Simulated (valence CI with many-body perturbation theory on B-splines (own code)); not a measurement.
E1 transitions of I XLVII

Calculated by valence CI with perturbative core correlation (CI+MBPT): five valence electrons over a frozen Dirac-Fock core [He], a basis of 11 s, 11 p, 10 d, 8 f, 5 g, 2 h functions for each j, with the one-electron correlation potential Σ1, the two-electron term Σ2, the three-electron term Σ3, Breit, model QED; selected CI, second order for the rest, scaled by the run's own slope (own B-spline code, finite nucleus).

No measured spectrum was set against this ion. As an estimate, large intervals hold to a few tenths of a per cent, small ones and those within an open d or f shell to about a per cent. Among the levels kept, up to 7200 cm⁻¹ of a level comes from second order outside the variational space, and about a tenth of that is noise between levels of different J, which matters for small intervals.

Lines 151 to 200 of 600 in falling wavelength, among levels below 45599 × 10³ cm⁻¹, chosen from the strongest by gf and those to the six lowest levels. Wavelengths and rates use the calculated energies. Electric multipoles are in the length gauge, E1 and E2 with the static RPA response of the core. Weak lines are less certain than strong ones. Lines between different terms over intervals too small for the method are left out, as are lines whose strength nearly cancels. The highest levels of a list are the least certain.

Levels are named by their leading jj configuration (3d3/2^4 stands for four electrons in 3d with j = 3/2), which in mixed levels can hold well under half, so a name can repeat and another be missing. Letters in brackets count levels of one name in rising energy.

| λ vac (Å) | Upper | Lower | A (s⁻¹) | log gf | Branch % |
| --- | --- | --- | --- | --- | --- |
| 73.30 | (2s 2p1/2^2 2p3/2 3p3/2) J=1/2 [b] | (2s 2p1/2^2 2p3/2 3s) J=1/2 | 9.92e+10 | -0.80 | 2.2 |
| 73.10 | (2s^2 2p3/2^2 3d3/2) J=3/2 [b] | (2s^2 2p3/2^2 3p1/2) J=1/2 | 2.34e+10 | -1.13 | 0.0 |
| 72.92 | (2s 2p1/2 2p3/2^2 3p1/2) J=7/2 | (2s^2 2p3/2^2 3p1/2) J=5/2 | 3.15e+10 | -0.70 | 0.2 |
| 72.84 | (2s 2p1/2^2 2p3/2 3d3/2) J=1/2 [b] | (2s 2p1/2^2 2p3/2 3p1/2) J=1/2 | 4.98e+10 | -1.10 | 0.1 |
| 72.04 | (2s 2p1/2 2p3/2^2 3p1/2) J=7/2 | (2s 2p1/2^2 2p3/2 3d3/2) J=5/2 [a] | 1.72e+10 | -0.97 | 0.1 |
| 71.16 | (2s^2 2p1/2 2p3/2 3p3/2) J=5/2 [b] | (2s^2 2p1/2 2p3/2 3s) J=3/2 [b] | 3.84e+10 | -0.76 | 0.6 |
| 70.65 | (2s 2p1/2 2p3/2^2 3p3/2) J=5/2 [b] | (2s 2p1/2 2p3/2^2 3s) J=7/2 | 1.74e+10 | -1.11 | 0.0 |
| 70.41 | (2s 2p1/2 2p3/2^2 3d3/2) J=7/2 [b] | (2s^2 2p3/2^2 3d3/2) J=7/2 | 2.33e+10 | -0.86 | 0.0 |
| 69.95 | (2s 2p1/2 2p3/2^2 3p3/2) J=3/2 [f] | (2s 2p1/2 2p3/2^2 3s) J=3/2 [c] | 7.05e+10 | -0.68 | 0.2 |
| 69.46 | (2s^2 2p1/2 2p3/2 3p3/2) J=5/2 [b] | (2s^2 2p1/2 2p3/2 3s) J=5/2 | 5.94e+10 | -0.59 | 1.0 |
| 68.76 | (2p1/2^2 2p3/2^2 3p1/2) J=5/2 | (2s 2p1/2 2p3/2^2 3p1/2) J=3/2 [d] | 2.09e+10 | -1.05 | 0.0 |
| 68.53 | (2s^2 2p3/2^2 3p3/2) J=3/2 [a] | (2s^2 2p3/2^2 3s) J=3/2 | 7.80e+10 | -0.66 | 1.6 |
| 68.47 | (2s^2 2p1/2 2p3/2 3p3/2) J=1/2 [b] | (2s^2 2p1/2 2p3/2 3s) J=3/2 [b] | 8.97e+10 | -0.90 | 1.9 |
| 68.46 | (2s 2p1/2 2p3/2^2 3s) J=7/2 | (2s^2 2p3/2^2 3s) J=5/2 | 4.69e+10 | -0.58 | 0.8 |
| 67.61 | (2s 2p1/2^2 2p3/2 3s) J=5/2 | (2s^2 2p1/2 2p3/2 3s) J=3/2 [a] | 4.08e+10 | -0.77 | 0.3 |
| 67.57 | (2s 2p1/2 2p3/2^2 3p3/2) J=7/2 [b] | (2s^2 2p3/2^2 3p3/2) J=7/2 | 1.84e+10 | -1.00 | 0.0 |
| 67.02 | (2s 2p1/2 2p3/2^2 3p3/2) J=1/2 [d] | (2s 2p1/2 2p3/2^2 3s) J=1/2 [b] | 6.26e+10 | -1.07 | 0.2 |
| 64.33 | (2s 2p1/2^2 2p3/2^2) J=5/2 | (2s^2 2p1/2 2p3/2^2) J=5/2 | 7.95e+09 | -1.53 | 4.2 |
| 61.35 | (2p1/2^2 2p3/2^2 3s) J=5/2 | (2s 2p1/2 2p3/2^2 3s) J=5/2 [c] | 2.66e+10 | -1.05 | 0.2 |
| 60.06 | (2p1/2^2 2p3/2^2 3p1/2) J=5/2 | (2s 2p1/2 2p3/2^2 3p1/2) J=5/2 [c] | 2.41e+10 | -1.11 | 0.1 |
| 58.36 | (2s 2p1/2^2 2p3/2^2) J=5/2 | (2s^2 2p1/2 2p3/2^2) J=3/2 | 1.63e+10 | -1.30 | 8.7 |
| 58.34 | (2s 2p1/2 2p3/2^2 3p3/2) J=5/2 [e] | (2s 2p1/2 2p3/2^2 3s) J=5/2 [b] | 2.60e+10 | -1.10 | 0.3 |
| 58.30 | (2p1/2^2 2p3/2^2 3s) J=3/2 | (2s 2p1/2 2p3/2^2 3s) J=3/2 [c] | 4.80e+10 | -1.01 | 0.1 |
| 58.12 | (2p1/2^2 2p3/2^2 3s) J=5/2 | (2s 2p1/2 2p3/2^2 3s) J=3/2 [b] | 3.52e+10 | -0.97 | 0.2 |
| 54.08 | (2s 2p1/2^2 2p3/2^2) J=1/2 | (2s^2 2p1/2 2p3/2^2) J=1/2 | 3.17e+10 | -1.56 | 4.3 |
| 47.48 | (2s 2p1/2^2 2p3/2^2) J=3/2 | (2s^2 2p1/2 2p3/2^2) J=5/2 | 3.30e+10 | -1.35 | 2.6 |
| 47.34 | (2p1/2^2 2p3/2^2 3p3/2) J=5/2 | (2s 2p1/2 2p3/2^2 3p3/2) J=7/2 [b] | 6.32e+10 | -0.89 | 0.1 |
| 47.31 | (2p1/2^2 2p3/2^2 3p1/2) J=5/2 | (2s 2p1/2 2p3/2^2 3p1/2) J=7/2 | 4.41e+10 | -1.05 | 0.1 |
| 47.14 | (2p1/2^2 2p3/2^2 3s) J=3/2 | (2s 2p1/2 2p3/2^2 3s) J=5/2 [b] | 1.07e+11 | -0.85 | 0.2 |
| 47.10 | (2p1/2^2 2p3/2^2 3p3/2) J=7/2 | (2s 2p1/2 2p3/2^2 3p3/2) J=9/2 | 6.55e+10 | -0.76 | 0.1 |
| 46.57 | (2p1/2^2 2p3/2^2 3s) J=5/2 | (2s 2p1/2 2p3/2^2 3s) J=7/2 | 6.18e+10 | -0.92 | 0.4 |
| 44.14 | (2s 2p1/2^2 2p3/2^2) J=3/2 | (2s^2 2p1/2 2p3/2^2) J=3/2 | 1.25e+10 | -1.84 | 1.0 |
| 44.00 | (2p1/2^2 2p3/2^3) J=3/2 | (2s 2p1/2 2p3/2^3) J=5/2 | 9.69e+10 | -0.95 | 5.2 |
| 26.40 | (2s 2p1/2 2p3/2^2 3d5/2) J=9/2 [a] | (2s^2 2p1/2 2p3/2 3d5/2) J=7/2 [a] | 1.09e+11 | -0.94 | 67.2 |
| 26.32 | (2s 2p1/2 2p3/2^2 3p3/2) J=7/2 [b] | (2s^2 2p1/2 2p3/2 3p3/2) J=5/2 [b] | 8.61e+10 | -1.15 | 0.2 |
| 26.26 | (2s 2p1/2 2p3/2^2 3s) J=5/2 [a] | (2s^2 2p1/2 2p3/2 3s) J=3/2 [a] | 1.35e+11 | -1.08 | 1.0 |
| 25.95 | (2s 2p1/2 2p3/2^2 3p3/2) J=7/2 [a] | (2s^2 2p1/2 2p3/2 3p3/2) J=5/2 [a] | 1.17e+11 | -1.03 | 1.2 |
| 25.85 | (2s 2p1/2 2p3/2^2 3p1/2) J=5/2 [a] | (2s^2 2p1/2 2p3/2 3p1/2) J=3/2 [a] | 1.47e+11 | -1.05 | 0.1 |
| 25.81 | (2s 2p1/2 2p3/2^2 3d3/2) J=7/2 [a] | (2s^2 2p1/2 2p3/2 3d3/2) J=5/2 [a] | 9.74e+10 | -1.11 | 0.1 |
| 25.40 | (2s 2p1/2 2p3/2^2 3d5/2) J=11/2 | (2s^2 2p1/2 2p3/2 3d5/2) J=9/2 | 1.18e+11 | -0.86 | 86.5 |
| 25.18 | (2s 2p1/2 2p3/2^2 3p3/2) J=9/2 | (2s^2 2p1/2 2p3/2 3p3/2) J=7/2 | 1.24e+11 | -0.93 | 28.0 |
| 25.17 | (2s 2p1/2 2p3/2^2 3p1/2) J=5/2 [b] | (2s^2 2p1/2 2p3/2 3p1/2) J=3/2 [b] | 1.34e+11 | -1.12 | 0.3 |
| 25.05 | (2s 2p1/2 2p3/2^2 3d3/2) J=9/2 | (2s^2 2p1/2 2p3/2 3d3/2) J=7/2 | 1.03e+11 | -1.01 | 17.1 |
| 24.95 | (2s 2p1/2 2p3/2^2 3s) J=7/2 | (2s^2 2p1/2 2p3/2 3s) J=5/2 | 1.36e+11 | -0.99 | 2.3 |
| 24.41 | (2s 2p1/2^2 2p3/2^2) J=5/2 | (2s^2 2p1/2^2 2p3/2) J=3/2 | 1.64e+11 | -1.06 | 87.1 |
| 24.26 | (2p1/2^2 2p3/2^2 3p3/2) J=5/2 | (2s 2p1/2^2 2p3/2 3p3/2) J=3/2 [b] | 2.61e+11 | -0.86 | 0.3 |
| 23.88 | (2s 2p3/2^3 3s) J=5/2 | (2s^2 2p3/2^2 3s) J=5/2 | 5.61e+11 | -0.54 | 9.0 |
| 23.85 | (2s 2p3/2^3 3p1/2) J=5/2 | (2s^2 2p3/2^2 3p1/2) J=5/2 | 3.52e+11 | -0.74 | 0.4 |
| 23.81 | (2s 2p3/2^3 3p1/2) J=3/2 | (2s^2 2p3/2^2 3p1/2) J=3/2 | 5.08e+11 | -0.76 | 1.7 |
| 23.79 | (2p1/2^2 2p3/2^2 3p3/2) J=7/2 | (2s 2p1/2^2 2p3/2 3p3/2) J=5/2 [b] | 4.26e+11 | -0.54 | 0.5 |

(1) How does gf follow from A for the line at 58.36 Å?

## Answers

(1) gf = 1.4992 × (2J+1)_upper × A / σ², with σ = 1713503 cm⁻¹ and 2J+1 = 6: gf = 0.0501.
